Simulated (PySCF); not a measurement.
# Computed records: AlCl2, Al2FH2O, AlClFH2, AlBFH4Si

Computed with PySCF 2.14.0. Calculation on a computer-drawn molecule: the log of a Hartree-Fock and frozen-core CCSD(T) single point meant for a local Hartree-Fock minimum, with one planted fault or none, to be diagnosed. Offsets are logged minus clean, where the clean run is the same molecule without the fault. The reference is restricted for singlets and unrestricted otherwise, and also for a bond in bohr or an excited solution. Adding or removing an electron swaps singlet and doublet. The excited solution moves the top pair (singlet) or top alpha electron (doublet) to the lowest empty orbital. Highest occupied and lowest empty are orbital energies over both spins, largest force is the largest gradient component, triples share is (T) over the correlation energy, the T1 limit is 0.02 restricted and 0.045 unrestricted, electrons count all cores, a negative frequency is imaginary (commonest isotopes), and the dipole is about the centre of nuclear charge.

Common to all runs: logged SCF converged yes; possible faults no fault, one electron removed, one electron added, multiplicity raised by two, geometry at a saddle point, SCF held on an excited solution, minimal basis STO-3G, one bond length entered in bohr, all coordinates scaled.

(1) 
```xyz
3
formula=AlCl2 meant_charge=0 meant_multiplicity=2 meant_basis=cc-pV(D+d)Z logged_electrons=47 logged_basis_functions=69 logged_spin_squared=0.7534 logged_highest_occupied=-9.4755 logged_lowest_empty=0.11066 logged_largest_force=1.737e-05 logged_lowest_frequency=161.7 logged_T1_diagnostic=0.013319 logged_D1_diagnostic=0.045121 logged_triples_share=0.023904 logged_CC_converged=yes logged_dipole_magnitude=1.9908 logged_SCF_stable_within_its_kind=yes logged_energy_HF=-1161.0518 logged_energy_CCSD(T)=-1161.40143 planted_fault=no_fault HF_energy_offset_from_clean_run=0 CCSD(T)_energy_offset_from_clean_run=0
Cl     0.6710    -0.4172    -1.5937
Al    -0.6353     0.8067    -0.4686
Cl    -2.3476     1.5792    -1.4387
```

Units: logged_highest_occupied, logged_lowest_empty in eV; logged_largest_force in hartree/bohr; logged_lowest_frequency in cm⁻¹; logged_dipole_magnitude in debye; logged_energy_HF, logged_energy_CCSD(T) in hartree; HF_energy_offset_from_clean_run, CCSD(T)_energy_offset_from_clean_run in kcal/mol.

Drawn bonds:
```
atom  other atom  order
   1           2      1
   2           3      1
```

(2) 
```xyz
6
formula=Al2FH2O meant_charge=1 meant_multiplicity=1 meant_basis=cc-pV(D+d)Z logged_electrons=44 logged_basis_functions=84 logged_spin_squared=0 logged_highest_occupied=-15.952 logged_lowest_empty=-5.5571 logged_largest_force=2.938e-05 logged_lowest_frequency=89.987 logged_T1_diagnostic=0.016969 logged_D1_diagnostic=0.041573 logged_triples_share=0.019454 logged_CC_converged=yes logged_dipole_magnitude=0.8164 logged_SCF_stable_within_its_kind=yes logged_energy_HF=-659.19968 logged_energy_CCSD(T)=-659.70613 planted_fault=no_fault HF_energy_offset_from_clean_run=0 CCSD(T)_energy_offset_from_clean_run=0
F     -3.2875    -1.6680     3.7799
Al    -2.3567    -1.3174     2.5225
O     -1.4301    -0.9687     1.2706
Al    -0.4003    -0.5808    -0.1247
H      0.3399    -1.8245    -0.6950
H     -0.4391     0.9271    -0.5051
```

Units: logged_highest_occupied, logged_lowest_empty in eV; logged_largest_force in hartree/bohr; logged_lowest_frequency in cm⁻¹; logged_dipole_magnitude in debye; logged_energy_HF, logged_energy_CCSD(T) in hartree; HF_energy_offset_from_clean_run, CCSD(T)_energy_offset_from_clean_run in kcal/mol.

Drawn bonds:
```
atom  other atom  order
   1           2      1
   2           3      1
   3           4      1
   4           5      1
   4           6      1
```

(3) 
```xyz
5
formula=AlClFH2 meant_charge=-1 meant_multiplicity=1 meant_basis=aug-cc-pV(D+d)Z logged_electrons=42 logged_basis_functions=105 logged_spin_squared=0 logged_highest_occupied=-6.0682 logged_lowest_empty=3.4956 logged_largest_force=0.030525 logged_T1_diagnostic=0.012258 logged_D1_diagnostic=0.029938 logged_triples_share=0.023645 logged_CC_converged=yes logged_dipole_magnitude=0.80659 logged_SCF_stable_within_its_kind=yes logged_energy_HF=-802.23919 logged_energy_CCSD(T)=-802.73205 planted_fault=all_coordinates_scaled,by_+4.5_% HF_energy_offset_from_clean_run=4.136 CCSD(T)_energy_offset_from_clean_run=2.526
F     -0.3475    -2.1887    -0.1722
Al     1.3960    -2.3065     0.0899
Cl     1.9471    -4.6023    -0.0578
H      2.2245    -1.5021    -1.1369
H      1.7874    -1.7861     1.6439
```

Units: logged_highest_occupied, logged_lowest_empty in eV; logged_largest_force in hartree/bohr; logged_dipole_magnitude in debye; logged_energy_HF, logged_energy_CCSD(T) in hartree; HF_energy_offset_from_clean_run, CCSD(T)_energy_offset_from_clean_run in kcal/mol.

Drawn bonds:
```
atom  other atom  order
   1           2      1
   2           3      1
   2           4      1
   2           5      1
```

(4) 
```xyz
8
formula=AlBFH4Si meant_charge=0 meant_multiplicity=2 meant_basis=cc-pV(D+d)Z logged_electrons=45 logged_basis_functions=94 logged_spin_squared=0.7618 logged_highest_occupied=-8.4386 logged_lowest_empty=-0.2841 logged_largest_force=0.012322 logged_dipole_magnitude=1.7802 logged_SCF_stable_within_its_kind=no logged_energy_HF=-657.2932 planted_fault=SCF_held_on_an_excited_solution HF_energy_offset_from_clean_run=8.159
F      0.4889    -0.4603    -2.4577
Al     0.4687     0.3076    -0.9867
B      0.5651    -0.8812     0.7100
Si     0.6619    -2.0742     2.3309
H      0.3781     1.8761    -0.9884
H      1.8587    -1.8016     3.1631
H      0.7424    -3.4619     1.8079
H     -0.5365    -1.9533     3.1960
```

Units: logged_highest_occupied, logged_lowest_empty in eV; logged_largest_force in hartree/bohr; logged_dipole_magnitude in debye; logged_energy_HF in hartree; HF_energy_offset_from_clean_run in kcal/mol.

Drawn bonds:
```
atom  other atom  order
   1           2      1
   2           3      1
   3           4      1
   2           5      1
   4           6      1
   4           7      1
   4           8      1
```

Notes: coupled-cluster numbers left out as unreliable.
